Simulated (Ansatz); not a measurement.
Consider the ligand exchange at the Si–C bond: `C[SiH](C)C` + `Cl[SiH2][NH][GeH3]` → `C[SiH](C)[N]([GeH3])[SiH2]Cl` + CH₄.

Computed with Ansatz on PBE0-D4/def2-TZVP structures; ΔE is electronic, products minus reactants. CCSD(T)/CBS is the MP2 limit (def2-TZVPP, def2-QZVPP) plus CCSD(T) − MP2 in def2-TZVPP, frozen cores. This one scheme is used for every species. For Ge outer-core shells are correlated without core-valence functions, which leaves a few kJ/mol of doubt a bond. Scalar relativity is left out up to krypton. Each species was taken in one conformer, which may not be the lowest.

`C[SiH](C)C`:

Z-matrix (Å, degrees):
```
C
Si 1 1.874
H 1 1.093 2 111.2
H 1 1.093 2 111.1 3 120.1
H 1 1.094 2 110.9 3 -119.9
C 2 1.874 1 110.3 3 -178.9
C 2 1.874 1 110.3 3 58.9
H 2 1.494 1 108.6 3 -60.0
H 6 1.093 2 111.1 1 179.0
H 6 1.094 2 110.9 1 -61.1
H 6 1.093 2 111.1 1 58.9
H 7 1.093 2 111.2 1 -58.8
H 7 1.094 2 110.9 1 61.1
H 7 1.093 2 111.1 1 -178.9
```

`Cl[SiH2][NH][GeH3]`:

Cartesian coordinates in Å:
```
Cl 2.531 0.558 1.218
Si 0.934 -0.740 0.987
N -0.507 0.022 0.503
Ge -0.917 0.593 -1.206
H 1.345 -1.694 -0.065
H 0.742 -1.382 2.306
H -1.057 0.453 1.232
H -0.001 -0.200 -2.144
H -0.671 2.105 -1.353
H -2.399 0.285 -1.478
```

`C[SiH](C)[N]([GeH3])[SiH2]Cl`:

Z-matrix (Å, degrees):
```
C
Si 1 1.865
H 1 1.093 2 111.8
H 1 1.092 2 111.9 3 -121.7
H 1 1.094 2 109.2 3 118.9
C 2 1.866 1 110.6 3 -59.8
N 2 1.749 1 109.8 3 62.7
H 2 1.492 1 109.6 3 -179.8
H 6 1.093 2 111.5 1 -179.7
H 6 1.093 2 110.3 1 60.3
H 6 1.094 2 110.9 1 -59.7
Ge 7 1.860 2 118.0 1 167.4
Si 7 1.703 2 123.4 1 -22.7
H 12 1.537 7 109.4 2 121.5
H 12 1.537 7 109.3 2 -117.9
H 12 1.536 7 106.7 2 1.7
Cl 13 2.070 7 112.1 2 -65.1
H 13 1.483 7 108.9 2 177.1
H 13 1.479 7 112.8 2 53.2
```

CH₄:

```xyz
5

C     0.000    0.000    0.000
H     0.419   -0.553    0.840
H     0.753    0.678   -0.400
H    -0.863    0.574    0.337
H    -0.309   -0.699   -0.777
```

| species | SCS-MP2/def2-QZVPP energy (Eh) |
| --- | --- |
| `C[SiH](C)C` | -409.19491 |
| `Cl[SiH2][NH][GeH3]` | -2883.00731 |
| `C[SiH](C)[N]([GeH3])[SiH2]Cl` | -3251.79661 |
| CH₄ | -40.43589 |

Question: Work out ΔE.

Answer: ΔE = (-3251.79661) + (-40.43589) − (-409.19491) − (-2883.00731) = -0.03028 Eh = -0.82 eV. CCSD(T)/CBS gives -0.82 eV.

Largest T1 diagnostic among the species: 0.011.

From BLYP to BHLYP (50 % exact exchange), in def2-TZVPP and without D4, ΔE moves by −0.11 eV. The D4 term adds −0.23 eV with B3LYP and −0.14 eV with PBE0; it sums over pairs of atoms, weighted by their polarisabilities, and B3LYP, whose exchange is more repulsive, gets the larger term. In def2-TZVPP, CCSD(T) changes the Hartree–Fock value by −0.17 eV (the triples alone add −0.04 eV) and MP2 by −0.22 eV.

B3LYP here is the variant with VWN-RPA as its local correlation; programs differ in this.
